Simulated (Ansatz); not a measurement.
The cluster Si4H6. Total charge 0; singlet. Geometry PBE-D4/def2-SVP.

Cartesian coordinates in Å:
```
Si 1.154 -1.139 0.773
Si 0.052 0.463 1.735
Si -0.979 1.089 -0.257
Si 0.226 -0.667 -1.309
H -0.642 -1.749 -1.901
H -2.478 0.929 -0.299
H -0.027 0.984 3.143
H 2.140 -2.168 1.252
H 1.194 -0.210 -2.371
H -0.641 2.468 -0.766
```

The restricted singlet is unstable towards broken spin symmetry in Hartree–Fock (as tested in another run); at PBE-D4/def2-SVP, PBE-D4/def2-TZVPD, r2SCAN-D4/def2-TZVP, PBE0-D4/def2-SVP and others this wasn't settled. The structure comes from a short search, and lower isomers may exist.

Task: Estimate the orbital energies around the gap (eV) in Ansatz with PBE-D4/def2-SVP, PBE-D4/def2-TZVPD, r2SCAN-D4/def2-TZVP, PBE0-D4/def2-SVP, PBE0-D4/def2-TZVPD.

Result: 
```tsv
orbital	PBE-D4/def2-SVP	PBE-D4/def2-TZVPD	r2SCAN-D4/def2-TZVP	PBE0-D4/def2-SVP	PBE0-D4/def2-TZVPD
HOMO−13	-94.61	-94.28	-96.46	-100.06	-99.74
HOMO−12	-94.60	-94.27	-96.46	-100.05	-99.74
HOMO−11	-94.60	-94.27	-96.46	-100.05	-99.74
HOMO−10	-14.88	-14.82	-15.42	-16.88	-16.76
HOMO−9	-12.57	-12.57	-13.04	-14.33	-14.28
HOMO−8	-12.53	-12.52	-12.99	-14.27	-14.22
HOMO−7	-11.02	-11.04	-11.45	-12.59	-12.58
HOMO−6	-9.47	-9.43	-9.82	-10.87	-10.79
HOMO−5	-8.87	-8.87	-9.23	-10.26	-10.21
HOMO−4	-8.22	-8.24	-8.58	-9.55	-9.53
HOMO−3	-7.25	-7.22	-7.48	-8.39	-8.32
HOMO−2	-7.23	-7.20	-7.46	-8.37	-8.30
HOMO−1	-6.76	-6.71	-6.93	-7.77	-7.68
HOMO	-5.32	-5.35	-5.51	-6.14	-6.12
LUMO	-2.68	-2.76	-2.66	-2.01	-2.05
LUMO+1	-1.18	-1.48	-1.15	-0.39	-0.72
LUMO+2	-0.93	-1.29	-0.88	-0.10	-0.54
LUMO+3	-0.72	-1.09	-0.78	0.09	-0.28
LUMO+4	-0.54	-0.92	-0.58	0.25	-0.13
LUMO+5	-0.41	-0.82	-0.29	0.50	0.01
```
